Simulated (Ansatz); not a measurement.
`[AlH2][NH][SiH2]Br` and `[AlH2][NH][SiH2]Cl` differ in one element.

Ansatz, PBE0-D4/def2-TZVP geometries, multiplicity 1. Each molecule was computed in one conformer, which needn't be the lowest.

Scalar relativity is left out up to krypton.

```json
{"property": "LUMO energy (PBE0/def2-TZVPP) / eV", "`[AlH2][NH][SiH2]Br`": "-1.20"}
{"property": "size of the dipole moment (B3LYP/def2-TZVPP) / D", "`[AlH2][NH][SiH2]Br`": "1.98"}
{"property": "HOMO energy (ωB97M-V/def2-TZVPP) / eV", "`[AlH2][NH][SiH2]Br`": "-10.35"}
{"property": "LUMO energy (PBE/def2-TZVPP) / eV", "`[AlH2][NH][SiH2]Br`": "-1.97"}
{"property": "size of the dipole moment (ωB97M-V/def2-TZVPP) / D", "`[AlH2][NH][SiH2]Br`": "2.03"}
{"property": "LUMO energy (ωB97M-V/def2-TZVPP) / eV", "`[AlH2][NH][SiH2]Br`": "0.39"}
```

(1) Give the same properties after the change, and the shifts. (An estimate is asked.)

## Answers

(1) Computed: 
```
                                          property  `[AlH2][NH][SiH2]Cl`  shift
                LUMO energy (PBE0/def2-TZVPP) / eV                 -1.17   0.03
  size of the dipole moment (B3LYP/def2-TZVPP) / D                  1.83  -0.15
             HOMO energy (ωB97M-V/def2-TZVPP) / eV                -10.60  -0.25
                 LUMO energy (PBE/def2-TZVPP) / eV                 -1.93   0.04
size of the dipole moment (ωB97M-V/def2-TZVPP) / D                  1.85  -0.18
             LUMO energy (ωB97M-V/def2-TZVPP) / eV                  0.43   0.04
```

Dipoles are sizes alone; their direction can turn.

B3LYP here is the variant with VWN-RPA as its local correlation; programs differ in this.

Spin–orbit coupling is left out; it splits and shifts lone-pair levels of the heavy atoms by tenths of an eV.
